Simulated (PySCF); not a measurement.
## `CC(C)(C)[SiH2]P`, C4H13PSi

Geometry:
| atom | x (Å) | y (Å) | z (Å) |
| --- | --- | --- | --- |
| C1 | -0.593 | -1.384 | -0.513 |
| C2 | -0.521 | 0.056 | -0.006 |
| C3 | -0.762 | 0.061 | 1.503 |
| C4 | -1.598 | 0.891 | -0.694 |
| Si5 | 1.216 | 0.787 | -0.374 |
| P6 | 2.709 | -0.520 | 0.669 |
| H7 | 0.172 | -1.995 | -0.034 |
| H8 | -0.443 | -1.427 | -1.591 |
| H9 | -1.565 | -1.822 | -0.289 |
| H10 | -0.767 | 1.077 | 1.892 |
| H11 | -1.723 | -0.398 | 1.738 |
| H12 | 0.017 | -0.500 | 2.018 |
| H13 | -2.588 | 0.489 | -0.479 |
| H14 | -1.566 | 1.921 | -0.347 |
| H15 | -1.459 | 0.892 | -1.772 |
| H16 | 1.428 | 0.872 | -1.828 |
| H17 | 1.333 | 2.140 | 0.186 |
| H18 | 3.799 | 0.251 | 0.312 |
| H19 | 2.901 | -1.380 | -0.398 |

Level of theory: PySCF 2.14.0, GIAO LC-wPBE/STO-3G magnetisability, rotational g tensor and spin-rotation constants, non-relativistic, gas phase. Geometry: GFN2-xTB.

Problem. How diamagnetic is it, and how anisotropic?

Solution. Isotropic -1644 × 10⁻³⁰ J/T², or -99.0 × 10⁻⁶ cm³/mol; principal values -1667, -1646, -1620 × 10⁻³⁰ J/T², anisotropy 41 × 10⁻³⁰ J/T² (root of half the summed squared differences of the principal values). The susceptibility is in cgs units.

Problem. Split it along the inertial axes a, b, c into diamagnetic and paramagnetic parts about the centre of mass, with the quadrupole moment.

Solution. 
| axis | χ (10⁻⁶ cm³/mol) | diamagnetic (10⁻⁶ cm³/mol) | paramagnetic (10⁻⁶ cm³/mol) | summed x² of all electrons (Å²) | quadrupole Θ (D Å) |
| --- | --- | --- | --- | --- | --- |
| a | -99.0 | -492.0 | 393.0 | 192.8 | +0.11 |
| b | -98.2 | -1034.1 | 935.9 | 65.0 | -0.62 |
| c | -99.8 | -1093.5 | 993.8 | 51.0 | +0.51 |

Anisotropies 2χaa − χbb − χcc = -0.1 and 2χbb − χaa − χcc = +2.4 × 10⁻⁶ cm³/mol. Θ is traceless in Buckingham's convention.

Problem. And the rotational g tensor?

Solution. 
```tsv
axis	rotational constant (GHz)	g	nuclear part	electronic part
a	3.4860	+0.0127	0.6562	-0.6436
b	1.3336	+0.0046	0.5910	-0.5864
c	1.2453	+0.0048	0.5862	-0.5814
```
Asymmetric top; isotopes 12C, 1H, 31P, 28Si; no vibrational averaging.
